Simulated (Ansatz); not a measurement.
Reactions of CH₆BFOSi (`FBOC[SiH3]`).

Calculated with Ansatz (gas phase, PBE0-D4/def2-TZVP geometries, no zero-point term in ΔE). CCSD(T)/CBS is the MP2 limit (def2-TZVPP, def2-QZVPP) plus CCSD(T) − MP2 in def2-TZVPP, frozen cores. This one scheme is used for every species, atoms too. Open shells (•) are unrestricted, without spin–orbit coupling. Spin–orbit coupling would lower the free atoms: a little for B, C, F, O, Si. Elements past krypton have def2 core potentials. For Ge, In, Se outer-core shells are correlated without core-valence functions, so the limit isn't a true one: a few kJ/mol of doubt a bond, and 10 to 20 or more in all where bonds break to atoms. Scalar relativity is left out up to krypton. Each species was taken in one conformer, which may not be the lowest.

(1) Order these by ΔE at CCSD(T)/CBS, lowest first. (Estimate.)
A. `FBOC[SiH3]` + `CC(F)S` → `CC(F)S[SiH3]` + `COBF`
B. `FBOC[SiH3]` → `COBF` + `[SiH2]`
C. `FBOC[SiH3]` + `[OH][In]([Cl])[O][SiH3]` → `[SiH3][O][In]([Cl])[O][SiH3]` + `COBF`
D. `FBOC[SiH3]` + `NCF` → `FCNC[SiH3]` + `OBF`
E. `FBOC[SiH3]` + `C=[Se]` → `[SiH3]CC=[Se]` + `OBF`
F. `FBOC[SiH3]` → B• + C• + F• + 6 H• + O• + Si•
G. `FBOC[SiH3]` + `[OH][GeH]([SiH3])[SH]` → `[OH][GeH]([SiH3])[SiH3]` + `FBOCS`

Largest T1 diagnostic: 0.016, for `[SiH3]CC=[Se]`.

Results:

(1) C (-118.3 kJ/mol), E (-99.0 kJ/mol), A (-68.2 kJ/mol), D (-28.3 kJ/mol), G (+73.5 kJ/mol), B (+218.5 kJ/mol), F (+4127.5 kJ/mol).
